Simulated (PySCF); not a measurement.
C₂H₇FSi₂, SMILES F[SiH2]/C=C\[SiH3]. The structure is a stationary point at PBE-D3(BJ)/def2-SVP. The structure was generated by enumeration; whether it is a known compound was not checked. One conformer was computed; it need not be the lowest.

### Question
Give the equilibrium geometry at PBE-D3(BJ)/def2-SVP (PySCF confirms it by a frequency run) as Cartesian coordinates in Å, and its point group. (Estimate from the structure and the level; the computed values follow.)

### Answer
One answer among several that fit: point group Cs.
```xyz
12

F      1.4153     0.9269     0.0000
Si    -0.0370     1.7076     0.0000
C     -1.3862     0.4170     0.0000
C     -1.2143    -0.9285     0.0000
Si     0.4057    -1.9215     0.0000
H     -0.1050     2.5721    -1.2267
H     -0.1050     2.5721     1.2267
H     -2.4247     0.8086     0.0000
H     -2.1320    -1.5501     0.0000
H      1.2263    -1.6530    -1.2295
H      0.0166    -3.3754     0.0000
H      1.2263    -1.6530     1.2295
```
Charge 0, spin multiplicity 1.
